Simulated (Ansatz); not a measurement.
Clusters of 9 atoms, alloy: PBE-D4/def2-SVP single points in Ansatz on relaxed structures, gas phase. Each cluster is the lowest isomer that a short search found in that spin, judged at the geometry's level, and lower ones may exist. Core potentials for Ag, Sn, Te, W, no spin–orbit coupling. HOMO and LUMO are taken over both spins. Binding counts from free atoms in the multiplicity of their measured ground term, without zero-point energy. Singlets are spin-restricted. Levels of anions in sets without diffuse functions are rough. A dash marks a value that wasn't run or was left out as unsound. The structures are stationary points that may keep the symmetry of their start. Remarks come from the PBE and PBE0 runs and from stability tests at other levels; not every state was tested.

```json
{"species": "Li8Sn", "atoms": "9", "state": "singlet", "geometry": "PBE0-D4/def2-SVP", "HOMO (eV)": "-2.88", "LUMO (eV)": "-1.84", "gap (eV)": "1.04", "binding per atom (eV)": "1.31", "point group (within 0.1 Å)": "C2", "remarks": "restricted SCF unstable in HF"}
{"species": "Li7Sn2", "atoms": "9", "state": "doublet", "geometry": "B3LYP-D4/def2-SVP", "HOMO (eV)": "-2.80", "LUMO (eV)": "-2.34", "gap (eV)": "0.46", "binding per atom (eV)": "1.58", "point group (within 0.1 Å)": "–", "remarks": "–"}
{"species": "Si5W4", "atoms": "9", "state": "singlet", "geometry": "PBE-D4/def2-SVP", "HOMO (eV)": "-4.02", "LUMO (eV)": "-3.38", "gap (eV)": "0.64", "binding per atom (eV)": "–", "point group (within 0.1 Å)": "Cs", "remarks": "restricted SCF unstable in HF"}
{"species": "Cu3Te6", "atoms": "9", "state": "doublet", "geometry": "PBE-D4/def2-SVP", "HOMO (eV)": "-4.68", "LUMO (eV)": "-4.40", "gap (eV)": "0.28", "binding per atom (eV)": "2.81", "point group (within 0.1 Å)": "–", "remarks": "–"}
{"species": "Cu6Se3⁻", "atoms": "9", "state": "doublet", "geometry": "PBE-D4/def2-SVP", "HOMO (eV)": "-0.99", "LUMO (eV)": "-0.65", "gap (eV)": "0.34", "binding per atom (eV)": "–", "point group (within 0.1 Å)": "C3v", "remarks": "–"}
{"species": "Cu2Ag7", "atoms": "9", "state": "doublet", "geometry": "PBE0-D4/def2-SVP", "HOMO (eV)": "-3.63", "LUMO (eV)": "-3.38", "gap (eV)": "0.25", "binding per atom (eV)": "1.97", "point group (within 0.1 Å)": "Cs", "remarks": "–"}
```

Estimate the rows for Cu5Te4⁻ (singlet, PBE-D4/def2-SVP geometry); Cu8Te (singlet, r2SCAN-D4/def2-SVP geometry).


```csv
species,atoms,state,geometry,HOMO (eV),LUMO (eV),gap (eV),binding per atom (eV),point group (within 0.1 Å)
Cu5Te4⁻,9,singlet,PBE-D4/def2-SVP,-1.08,0.00,1.08,–,C2v
Cu8Te,9,singlet,r2SCAN-D4/def2-SVP,-4.19,-3.27,0.93,2.90,C2v
```

The gap (eV) runs from 0.25 (Cu2Ag7) to 1.08 (Cu5Te4⁻).
